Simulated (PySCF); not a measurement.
Ge(H)(Cl)2(OH), H2Cl2GeO, SMILES [GeH]([Cl])([OH])[Cl], singlet (PBE0/def2-SVP optimised geometry):

```
6

Ge    -0.777    -0.739     0.000
O     -1.371     0.911     0.000
Cl     1.371    -0.739     0.000
Cl    -1.395    -1.734    -1.800
H     -1.331    -1.433     1.236
H     -1.073     1.433    -0.755
```

Method: PySCF 2.14.0 with PBE0/def2-TZVP.

Question: What are the frontier orbital energies and the dipole moment?

Answer: HOMO-2 -9.46 eV, HOMO-1 -9.44 eV, HOMO -9.22 eV, LUMO -0.88 eV, LUMO+1 0.24 eV; dipole moment 0.64 D.

On the same geometry PBE/def2-TZVP (PySCF 2.14.0) gives HOMO-2 -8.01 eV, HOMO-1 -7.94 eV, HOMO -7.70 eV, LUMO -1.88 eV, LUMO+1 -0.66 eV; dipole moment 0.67 D.

Meta-Löwdin charges at PBE0/def2-TZVP: Ge1 0.99, O2 -0.71, Cl3 -0.29, Cl4 -0.29, H5 -0.04, H6 0.35.
